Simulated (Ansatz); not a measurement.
A search over several starts for the lowest SCF solution of the cluster Hg2Br4⁻ at the given spin, in a small basis.

```yaml
crystal:
  periodic: [false, false, false]
  atoms:
    - {symbol: Hg, position_ang: [1.693436, 0.813998, -0.106805]}
    - {symbol: Hg, position_ang: [-1.887726, -0.936630, 0.242512]}
    - {symbol: Br, position_ang: [3.942181, 1.992525, -0.199419]}
    - {symbol: Br, position_ang: [1.235327, -1.753985, -0.044521]}
    - {symbol: Br, position_ang: [-4.336856, -2.117919, 0.149665]}
    - {symbol: Br, position_ang: [-0.646353, 2.002021, -0.041422]}
basis:
  gaussian: {orbitals: def2-SVP, initial_orbitals: start.molden}
total_charge: -1
magnetization: {spin_polarized: true, initial_magnetization: 1}
hamiltonian: {xc: pbe, dispersion: d4}
output: {orbitals: {seedname: orbitals}}
```

The file start.molden holds the orbitals of an earlier run on this structure, at another level or in another basis.

```sh
$ ansatz run in.yaml --threads 4 --pin off --events-out ev --progress --plain --max-ram 4787MiB
```

Shortened log:

```
Functional definition: PBE
2006 factors; their error is unknown
mean field evaluation 1: about -288471.0663 eV, gradient 9.2e0 eV
mean field evaluation 2: about -288471.3208 eV, gradient 3.2e-1 eV
mean field evaluation 4: about -288471.0895 eV, gradient 1.6e-1 eV
mean field evaluation 8: about -288471.0895 eV, gradient 2.6e-5 eV
mean field evaluation 16: about -288471.3219 eV, gradient 3.0e-1 eV
mean field evaluation 32: about -288468.9628 eV, gradient 4.4e0 eV
mean field -288471.08951668 eV, -10601.1170070107 hartree, gradient 2.6e-5 eV, S^2 0.750791; 4 other end points of the search recorded, 0 dependent functions left out
reference -288471.08956358 eV, -10601.1170087341 hartree; 91, 90 occupied and 101, 102 virtual orbitals, 2006 factors
Total energy: -288471.41056433 eV, -10601.1288052942 hartree
```

It took 12 s on 4 threads of Arm Neoverse V2 on a shared host.

In the def2 sets Hg takes a core potential; there is no spin–orbit coupling. Another isomer (doublet) lies 0.03 eV lower at PBE0-D4/def2-SVP; other spin states weren't run for this one.
